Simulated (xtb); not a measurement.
C4H5NSi, SMILES C#C[C@@H]([SiH3])C#N. All values are semi-empirical tight-binding results from xtb (GFN2-xTB unless named), good for trends rather than for accurate numbers. Geometry optimised at GFN2-xTB. The structure was generated by enumeration; whether it is a known compound was not checked.

Optimised geometry:

Bonded distances (Å): C1–C2 1.197, C1–H7 1.049, C2–C3 1.446, C3–Si4 1.936, C3–C5 1.434, C3–H8 1.096, Si4–H9 1.459, Si4–H10 1.462, Si4–H11 1.462, C5–N6 1.144. Bond angles (°): C2–C1–H7 178.9, C1–C2–C3 178.7, C2–C3–Si4 110.5, C2–C3–C5 109.7, C2–C3–H8 109.5, Si4–C3–C5 109.3, Si4–C3–H8 109.3, C5–C3–H8 108.4, C3–Si4–H9 108.2, C3–Si4–H10 106.8, C3–Si4–H11 105.7, H9–Si4–H10 112.1, H9–Si4–H11 111.8, H10–Si4–H11 111.8, C3–C5–N6 178.5.

```json
{
  "orbital_gap": "4.86 eV",
  "dipole_moment": "4.02 D",
  "zero_point_energy": "42.5 kcal/mol",
  "G − E(el) at 298.15 K (modified RRHO)": "22.4 kcal/mol",
  "static polarisability (D4 model)": "75.2 bohr³",
  "solvation energy, GFN2-xTB/ALPB(water)": "-6.0 kcal/mol",
  "solvation energy, GFN2-xTB/ALPB(dmf)": "-7.9 kcal/mol"
}
```

Computed atomic charges and the Wiberg bond orders between heavy atoms:
charges (e) C1 -0.11, C2 -0.03, C3 -0.09, Si4 0.48, C5 0.11, N6 -0.26, H7 0.08, H8 0.06, H9 -0.07, H10 -0.08, H11 -0.08. Bond orders C1–C2 2.87, C2–C3 1.04, C3–Si4 0.77, C3–C5 1.06, C5–N6 2.82.
